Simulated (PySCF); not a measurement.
F₂HS, SMILES F[SH+]F, charge +1. Geometry optimised at PBE-D3(BJ)/def2-TZVP. The isomer is the one that the SMILES or the coordinates give; other isomers of the formula were not compared.

Level of theory: PBE-D3(BJ)/def2-TZVP in PySCF 2.14.0.

Harmonic wavenumbers (cm⁻¹): 362, 889, 917, 1012, 1024, 2391. Rotational constants (GHz): 27.04, 8.842, 6.991; symmetry number 1.

### Question
Work out the zero-point energy and the ideal-gas rigid-rotor harmonic-oscillator thermochemistry at 298.15 K and 1 atm.

### Answer
ZPE = ½ Σ hcν = ½ × 6595 cm⁻¹ = 39.45 kJ/mol. H − E(el) = 50.74 kJ/mol. Entropy in J/(mol K): translation 161.92, rotation 95.31, vibration 6.54, total 263.77. G − E(el) = -27.91 kJ/mol. Cp = 46.91 J/(mol K).
